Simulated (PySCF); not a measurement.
Ligands exchanged one at a time, Sn NH2-OCH3. All species are isolated molecules in the gas phase. One relaxed conformer stands for each flexible species; it need not be the lowest. Strings in code marks are SMILES.

The HOMO–LUMO gap from two functionals at the same geometries (PBE0-D4/def2-SVP), both in PySCF: PBE-D3(BJ)/def2-TZVP and B3LYP-D3(BJ)/def2-TZVP. B3LYP has the VWN-RPA correlation part, as in Gaussian. 

```csv
species,B3LYP-D3(BJ)/def2-TZVP (eV)
0 of 4 NH2 replaced by OCH3,6.14
2 of 4 NH2 replaced by OCH3 (`C[O][Sn]([NH2])([NH2])[O]C`),6.02
3 of 4 NH2 replaced by OCH3 (`C[O][Sn]([NH2])([O]C)[O]C`),5.88
4 of 4 NH2 replaced by OCH3 (`[O](C)[Sn]([O]C)([O]C)[O]C`),5.74
```

Question: What does PBE-D3(BJ)/def2-TZVP give for each?

Answer: 
- 0 of 4 NH2 replaced by OCH3: 4.40
- 2 of 4 NH2 replaced by OCH3 (`C[O][Sn]([NH2])([NH2])[O]C`): 4.09
- 3 of 4 NH2 replaced by OCH3 (`C[O][Sn]([NH2])([O]C)[O]C`): 3.88
- 4 of 4 NH2 replaced by OCH3 (`[O](C)[Sn]([O]C)([O]C)[O]C`): 3.69
Over these rows, drawn at random from the members with no instability flagged (it was tested for open shells, ions and some series alone), PBE minus B3LYP-D3(BJ): mean -1.93 eV, from -2.05 eV to -1.74 eV.
